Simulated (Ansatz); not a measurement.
Computed with Ansatz on PBE0-D4/def2-TZVP structures; ΔE is electronic, products minus reactants. CCSD(T)/CBS adds triple-zeta CCSD(T) − MP2 to the extrapolated MP2 energy (def2 sets, frozen cores). DFT in def2-TZVPP. For Se outer-core shells are correlated without core-valence functions, which leaves a few kJ/mol of doubt a bond. Scalar relativity is left out up to krypton. Each species was taken in one conformer, which may not be the lowest.

`O=C([SeH])O[SiH3]` + `[OH][AlH][SiH3]` → `[SiH3][O][AlH][SiH3]` + `O=C(O)[SeH]`  (ligand exchange at the Si–O bond)

(1) Is it downhill or uphill in electronic energy at CCSD(T)/CBS, and by how much? (An estimate is asked.)

(2) What do these levels give: PBE, HF/def2-TZVPP, SCS-MP2/def2-TZVPP, CCSD(T)/def2-TZVPP, MP2/CBS(def2), CCSD/CBS(def2)? (Estimate.)

Largest T1 diagnostic among the species: 0.014.

Answers

(1) Computed: Downhill: ΔE = -26.6 kJ/mol.

(2) The calculation gave: PBE -27.2, HF/def2-TZVPP -38.4, SCS-MP2/def2-TZVPP -28.4, CCSD(T)/def2-TZVPP -27.1, MP2/CBS(def2) -25.9, CCSD/CBS(def2) -28.6 kJ/mol.

In def2-TZVPP, CCSD(T) changes the Hartree–Fock value by +11.3 kJ/mol (the triples alone add +2.1 kJ/mol) and MP2 by +11.9 kJ/mol.
